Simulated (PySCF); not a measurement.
TPSS single point of doublet SnF3 at its PBE0 minimum.

An equivalent PySCF input for this run (the driver started from the density of an earlier step):

```python
from pyscf import gto, scf, dft
mol = gto.M(atom='''
Sn    -0.000000    -0.000000    -0.235433
F      1.783816    -0.000007     0.513133
F     -0.891902     1.544834     0.513133
F     -0.891915    -1.544827     0.513133''',
    basis={'Sn': 'def2-SVP', 'F': 'def2-SVP'},
    ecp={'Sn': 'def2-SVP'},
    charge=0, spin=1)
mf = dft.UKS(mol, xc='TPSS')
mf.grids.atom_grid = (90, 434)
aux = {'Sn': 'def2-universal-JKFIT', 'F': 'def2-universal-JKFIT'}
mf = mf.density_fit(auxbasis=aux)
mf.conv_tol = 1e-08
mf.diis_space = 10
mf.max_cycle = 60
mf.verbose = 4
mf.kernel()
```

SCF log (excerpt):

```
init E= -513.565229370859
cycle= 1 E= -513.567020945111  delta_E= -0.00179  |g|= 0.055  |ddm|= 0.177
cycle= 2 E= -513.56173788433  delta_E= 0.00528  |g|= 0.131  |ddm|= 0.171
cycle= 3 E= -513.568415788218  delta_E= -0.00668  |g|= 0.00607  |ddm|= 0.104
cycle= 4 E= -513.568437854816  delta_E= -2.21e-05  |g|= 0.000553  |ddm|= 0.0099
cycle= 5 E= -513.568438015067  delta_E= -1.6e-07  |g|= 8.32e-05  |ddm|= 0.000892
cycle= 6 E= -513.56843801577  delta_E= -7.03e-10  |g|= 7.47e-05  |ddm|= 0.000154
Extra cycle  E= -513.568438001576  delta_E= 1.42e-08  |g|= 0.000206  |ddm|= 0.00024
converged SCF energy = -513.568438001576  <S^2> = 0.75204646  2S+1 = 2.0020454
```

Spin–orbit coupling, left out here, can matter for elements this heavy.

This run, together with those of the ionised and electron-attached species (not shown), took 7.8 s on 2 threads of a shared Arm Neoverse V2 host, with 68 basis functions; the process peaked at 0.77 GiB. Launch command: `OMP_NUM_THREADS=2 python axn.py task.json out`.
